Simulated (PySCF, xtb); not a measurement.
C₇H₈O, SMILES Cc1ccc(O)cc1.

GFN2-xTB in xtb 6.7.1 at its own geometry gives an orbital gap of 4.20 eV and a dipole moment of 1.59 D.

Geometry optimised at ωB97X-D3(BJ)/def2-SVP. The values are those of a single conformer.

Problem. What does PySCF with PBE/def2-TZVP give? (Estimate from the structure and the level; the computed values follow.)

Solution. gap 4.09 eV (levels -5.24 and -1.14 eV), dipole 1.23 D.
